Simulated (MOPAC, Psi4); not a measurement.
Approach curve of the dimer O2S ··· COS (SMILES O=S=O and O=C=S). Monomers: optimised at B3LYP-D3(BJ) (def2-TZVP), held rigid. Orientation: lowest of the rigid-body minima from ten starts at GFN2-xTB (searched outside a hard wall at short contacts). Only R, the distance of the centres of mass, is varied, so the lowest point isn't the relaxed dimer. The shortest distances reach bonding range, where SAPT0 and rigid monomers are unreliable. The table gives interaction energies.

```json
[
 {"R / Å": "3.26", "A": "12.87", "B": "18.29", "C": "8.36"},
 {"R / Å": "3.46", "A": "5.08", "B": "9.11", "C": "4.29"},
 {"R / Å": "3.66", "A": "0.75", "B": "3.98", "C": "2.12"},
 {"R / Å": "3.89", "A": "-1.51", "B": "1.05", "C": "0.67"},
 {"R / Å": "4.07", "A": "-2.14", "B": "-0.01", "C": "-0.06"},
 {"R / Å": "4.36", "A": "-2.18", "B": "-0.61", "C": "-0.78"},
 {"R / Å": "4.68", "A": "-1.78", "B": "-0.65", "C": "-1.06"},
 {"R / Å": "5.13", "A": "-1.19", "B": "-0.48", "C": "-0.97"},
 {"R / Å": "5.87", "A": "-0.61", "B": "-0.27", "C": "-0.60"},
 {"R / Å": "6.89", "A": "-0.28", "B": "-0.15", "C": "-0.31"},
 {"R / Å": "8.18", "A": "-0.12", "B": "-0.07", "C": "-0.15"}
]
```

Energies in kcal/mol.

Task: Which curve belongs to which method? The methods are B3LYP/def2-TZVP, counterpoise-corrected run with Psi4 1.11; PM7, restricted, heats of formation (MOPAC 23.2.5); Psi4 with SAPT0/jun-cc-pVDZ, frozen core.

Result: A is SAPT0/jun-cc-pVDZ; B is B3LYP/def2-TZVP; C is PM7.
